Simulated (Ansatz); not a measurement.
Species: H3Se, SMILES `[SeH3+]` with one electron removed (charge 2, multiplicity 2).

Task: Give a relaxed geometry from Ansatz (a program for electronic structure) with PBE0-D4/def2-TZVP.

Result: the end point of this relaxation (outside a Z-matrix the atoms follow the SMILES, hydrogens last).
Bonds (Å): Se1–H2 1.520, Se1–H3 1.520, Se1–H4 1.520. Angles (°): H2–Se1–H3 115.8, H2–Se1–H4 115.8, H3–Se1–H4 115.8.
